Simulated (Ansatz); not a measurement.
Basis-set extrapolation for `OCC1=CB1` (PBE0-D4/def2-TZVP geometry, frozen core, Ansatz 0.2.0). Multiplicity 1, RHF reference.

```
                      def2-TZVPP   def2-QZVPP
                 HF  -216.083143  -216.092915
    MP2 correlation    -0.804825    -0.861081
CCSD(T) correlation    -0.870904      not run
```

Energies in hartree. Use E(X) = E(∞) + A·exp(−7.88·√X) for Hartree–Fock and E(X) = E(∞) + B·X^(−2.97) for correlation, with X = 3 and 4, and add CCSD(T) minus MP2 of the smaller set to the MP2 limit.

Task: What is the CCSD(T) energy at the basis-set limit?

Result: HF limit: -216.092915 + (-0.009772) × 0.13774 = -216.09426. MP2 limit: -0.861081 + (-0.056256) × 0.74074 = -0.90275. Higher-order term: -0.870904 − (-0.804825) = -0.06608. Total: -217.06309 hartree, 68.4 kcal/mol below CCSD(T)/def2-TZVPP.
